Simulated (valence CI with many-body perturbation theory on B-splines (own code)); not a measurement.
## In26+: one-electron terms

Computed by relativistic CI+MBPT: five valence electrons over a frozen Dirac-Fock core [Ar], a basis of 7 s, 7 p, 8 d, 6 f, 4 g, 1 h functions for each j, with the one-electron correlation potential Σ1, the two-electron term Σ2, the three-electron term Σ3, Breit, model QED; selected CI, second order for the rest, scaled by the run's own slope (own B-spline code, finite nucleus).

The last digits are not significant, and no measured levels were compared; by estimate large intervals hold to a few tenths of a per cent, small ones and those within an open d or f shell to about a per cent. Only levels of the ground parity were solved; by the run's estimate the other parity begins above the list, which can be wrong where configurations are misplaced.

These are the spectroscopic orbitals of the CI (the correlating ones are not listed), shaped by the core and the other valence electrons. h is the expectation value of the core's Dirac-Fock operator, without the valence repulsion; Σ1 is computed up to l = 3 at one energy for each symmetry, that of its lowest orbital but kept below the first core excitation, so for empty shells it is not the orbital's own correlation shift; Breit and QED include the response of the core.

| Orbital | h (hartree) | Σ1 (cm⁻¹) | Breit (cm⁻¹) | QED (cm⁻¹) | ⟨r⟩ (bohr) |
| --- | --- | --- | --- | --- | --- |
| 4s1/2 | -37.709 | -6992 | 2520 | 1823 | 0.6670 |
| 5s1/2 | -22.856 | -2605 | 1215 | 890 | 1.101 |
| 6s1/2 | -15.344 | -1289 | 664 | 492 | 1.651 |
| 4p1/2 | -36.088 | -8712 | 3931 | -96.7 | 0.6693 |
| 5p1/2 | -22.064 | -3222 | 1951 | -46.1 | 1.115 |
| 6p1/2 | -14.9 | -1591 | 1087 | -25.3 | 1.675 |
| 4p3/2 | -35.461 | -8381 | 2470 | 85.9 | 0.6823 |
| 5p3/2 | -21.766 | -3165 | 1229 | 44.2 | 1.131 |
| 6p3/2 | -14.734 | -1576 | 714 | 25.1 | 1.694 |
| 3d3/2 | -63.695 | -21275 | 5366 | -563 | 0.2911 |
| 4d3/2 | -33.084 | -8584 | 1807 | -144 | 0.6648 |
| 5d3/2 | -20.63 | -3395 | 884 | -66.7 | 1.137 |
| 3d5/2 | -63.302 | -20581 | 2418 | -337 | 0.2938 |
| 4d5/2 | -32.949 | -8430 | 871 | -75.5 | 0.6681 |
| 5d5/2 | -20.564 | -3326 | 423 | -33.7 | 1.141 |
| 4f5/2 | -30.741 | -17065 | 108 | -73.1 | 0.6185 |
| 5f5/2 | -19.565 | -7349 | 50.8 | -36.9 | 1.109 |
| 4f7/2 | -30.702 | -15687 | -156 | -50.2 | 0.6197 |
| 5f7/2 | -19.543 | -6717 | -70.7 | -24.9 | 1.111 |
| 5g7/2 | -18.988 |  | 5.3 | -6.8 | 1.010 |
| 5g9/2 | -18.979 |  | -14.3 | -1.4 | 1.010 |

Among the shells of the start configuration 3d5, Σ1 is largest in size for 3d3/2, where it is 0.15 % of h.

Lowest root of each symmetry, sizes in configuration state functions:

```json
{"J": "1/2", "Parity": "even", "Roots": "4", "Reference": "74", "Variational": "18243", "Second order": "91256", "Change by selected CI (cm⁻¹)": "-18010", "Change by second order (cm⁻¹)": "-5"}
{"J": "3/2", "Parity": "even", "Roots": "7", "Reference": "127", "Variational": "27062", "Second order": "343337", "Change by selected CI (cm⁻¹)": "-17827", "Change by second order (cm⁻¹)": "-30"}
{"J": "5/2", "Parity": "even", "Roots": "10", "Reference": "152", "Variational": "26554", "Second order": "401133", "Change by selected CI (cm⁻¹)": "-13277", "Change by second order (cm⁻¹)": "-84"}
{"J": "7/2", "Parity": "even", "Roots": "7", "Reference": "137", "Variational": "26265", "Second order": "377735", "Change by selected CI (cm⁻¹)": "-16850", "Change by second order (cm⁻¹)": "-186"}
{"J": "9/2", "Parity": "even", "Roots": "5", "Reference": "107", "Variational": "26290", "Second order": "17733", "Change by selected CI (cm⁻¹)": "-16500", "Change by second order (cm⁻¹)": "-118"}
{"J": "11/2", "Parity": "even", "Roots": "3", "Reference": "67", "Variational": "26368", "Second order": "159256", "Change by selected CI (cm⁻¹)": "-16635", "Change by second order (cm⁻¹)": "-30"}
{"J": "13/2", "Parity": "even", "Roots": "1", "Reference": "35", "Variational": "22402", "Second order": "4388", "Change by selected CI (cm⁻¹)": "-17080", "Change by second order (cm⁻¹)": "-10"}
```
